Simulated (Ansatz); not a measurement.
Consider the redistribution: `FB[O][GeH3]` + `CC(C)BN` → `[NH2][GeH2][O]BF` + `BC(C)C`.

Gas-phase electronic energies from Ansatz, PBE0-D4/def2-TZVP geometries. CCSD(T)/CBS adds triple-zeta CCSD(T) − MP2 to the extrapolated MP2 energy (def2 sets, frozen cores). DFT in def2-TZVPP. B3LYP here is the variant with VWN-RPA as its local correlation; programs differ in this. For Ge outer-core shells are correlated without core-valence functions, which leaves a few kJ/mol of doubt a bond. Scalar relativity is left out up to krypton. Each species was taken in one conformer, which may not be the lowest.

```json
{"level": "BLYP-D4", "ΔE (kcal/mol)": "30.6", "difference from CCSD(T)/CBS": "1.6"}
{"level": "r2SCAN0-D4", "ΔE (kcal/mol)": "30.2", "difference from CCSD(T)/CBS": "1.2"}
{"level": "CAM-B3LYP-D4", "ΔE (kcal/mol)": "30.6", "difference from CCSD(T)/CBS": "1.6"}
{"level": "ωB97M-V", "ΔE (kcal/mol)": "29.9", "difference from CCSD(T)/CBS": "0.9"}
{"level": "B3LYP", "ΔE (kcal/mol)": "30.4", "difference from CCSD(T)/CBS": "1.4"}
{"level": "r2SCAN0", "ΔE (kcal/mol)": "30.2", "difference from CCSD(T)/CBS": "1.2"}
{"level": "BHLYP", "ΔE (kcal/mol)": "29.8", "difference from CCSD(T)/CBS": "0.8"}
{"level": "MP2/def2-TZVPP", "ΔE (kcal/mol)": "29.0", "difference from CCSD(T)/CBS": "0.0"}
{"level": "HF/def2-QZVPP", "ΔE (kcal/mol)": "27.5", "difference from CCSD(T)/CBS": "-1.5"}
{"level": "MP2/CBS(def2)", "ΔE (kcal/mol)": "28.7", "difference from CCSD(T)/CBS": "-0.3"}
{"level": "CCSD(T)/CBS", "ΔE (kcal/mol)": "29.0", "difference from CCSD(T)/CBS": "0"}
```

Q: What do rigid-rotor, harmonic-oscillator terms from PBE0-D4/def2-TZVP frequencies (298.15 K, 1 bar) make of the CCSD(T)/CBS value? (An estimate is asked.)

A: The calculation gave: ΔZPE = -1.5 kcal/mol, ΔH = +27.8 kcal/mol, ΔS = 7 J/(mol·K), ΔG = +27.3 kcal/mol. Modes under 50 cm⁻¹ make the entropy rough.

Largest T1 diagnostic among the species: 0.013.

At CCSD(T), def2-SVP lies +4.5 kcal/mol from the extrapolated value and def2-TZVPP +0.3 kcal/mol. In def2-TZVPP, CCSD(T) changes the Hartree–Fock value by +1.9 kcal/mol (the triples alone add +0.3 kcal/mol) and MP2 by +1.6 kcal/mol.
